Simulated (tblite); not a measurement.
C₈H₁₅P.
Atom-mapped SMILES: `[CH3:1][CH2:2][C:3]1=[C:4]([CH3:5])[CH2:6][P:7]([CH3:8])[CH2:9]1` (hydrogens: H10, H11, H12 on C1; H13, H14 on C2; H15, H16, H17 on C5; H18, H19 on C6; H20, H21, H22 on C8; H23, H24 on C9)

Structure used (GFN2-xTB), in Å, numbered top down from 1:
```
atom  x, y, z in Å
C1    -2.2065   -0.8811    0.7072
C2    -1.9118   -0.2697   -0.6640
C3    -0.4410   -0.0330   -0.8400
C4     0.2403    1.0562   -0.4987
C5    -0.2949    2.3077    0.1180
C6     1.7165    1.0188   -0.7938
P7     2.1598   -0.7693   -1.0792
C8     2.1417   -1.2960    0.6984
C9     0.3716   -1.1441   -1.4487
H10   -1.6650   -1.8164    0.8312
H11   -1.8996   -0.2004    1.4983
H12   -3.2698   -1.0823    0.8150
H13   -2.4638    0.6667   -0.7681
H14   -2.2596   -0.9510   -1.4441
H15   -1.3774    2.2845    0.2038
H16   -0.0077    3.1722   -0.4808
H17    0.1266    2.4427    1.1150
H18    2.3189    1.4385    0.0158
H19    1.9378    1.5960   -1.6981
H20    3.0427   -0.9286    1.1863
H21    2.1453   -2.3835    0.7468
H22    1.2621   -0.9079    1.2098
H23    0.2227   -1.1737   -2.5334
H24    0.0992   -2.1266   -1.0557
```

Calculated harmonic vibrations of the isolated species, GFN2-xTB (tblite), most abundant isotopes, no scaling. Against measured fundamentals such values can be off by several per cent, at times by over 20. One conformer, not necessarily the lowest.

Harmonic wavenumbers (cm⁻¹): 55.3, 78.0, 101.7, 114.1, 190.6, 200.9, 205.9, 262.6, 268.2, 306.8, 344.5, 370.4, 454.3, 518.7, 552.3, 701.5, 735.2, 751.9, 760.1, 781.5, 806.4, 818.0, 892.5, 898.0, 945.5, 1000.1, 1011.0, 1032.4, 1071.3, 1084.4, 1105.2, 1134.5, 1173.2, 1184.5, 1221.3, 1250.2, 1270.9, 1311.7, 1324.5, 1403.3, 1407.9, 1436.8, 1437.8, 1448.4, 1459.8, 1479.9, 1481.7, 1497.9, 1501.9, 1507.6, 1744.2, 2915.9, 2918.3, 2952.8, 2955.8, 2966.3, 2978.9, 2987.4, 2994.3, 3005.6, 3010.4, 3014.6, 3030.4, 3031.9, 3037.6, 3050.8.

A = 1866, B = 1080, C = 873.6 MHz; mass 142.091 u (most abundant isotopes); point group C1, symmetry number 1.

Task: Zero-point energy?

Result: ½Σν̃ = 45474 cm⁻¹ = 130.02 kcal/mol.

Task: Entropy at 350 K, 1 bar (ideal gas, RRHO, classical rotation)?

Result: Translation 41.59, rotation 30.07, vibration 39.75: S = 111.4 cal/(mol K).

Task: And Cp and H(350 K) − H(0)?

Result: Cp = 50.60 cal/(mol K), of which vibrations give 42.66 (their classical limit is 66 R = 131.2); H(350 K) − H(0) = 10.22 kcal/mol without the zero-point energy, 7.43 from vibrations.

Task: Blend soft modes into free rotors: weight 1/[1 + (100 cm⁻¹/ν̃)⁴] for the oscillator and the rest for a rotor with moment μB/(μ + B), μ = h/(8π²ν), B = 10⁻⁴⁴ kg m². What vibrational entropy results?

Result: 37.21 cal/(mol K) in place of 39.75, which changes −T·S at 350 K by +0.89 kcal/mol.

Task: Which modes carry the vibrational entropy at 350 K?

Result: 55.3 cm⁻¹: 4.94; 78.0 cm⁻¹: 4.26; 101.7 cm⁻¹: 3.73; 114.1 cm⁻¹: 3.51; 190.6 cm⁻¹: 2.52; 200.9 cm⁻¹: 2.42 cal/(mol K); the other 60 give 18.37 together.

Hindered rotation and anharmonicity are outside this model. Other conformers, if any are populated, would add a mixing term that is left out. The structure is chiral; the term R ln 2 for an equal mix with its mirror image is left out.
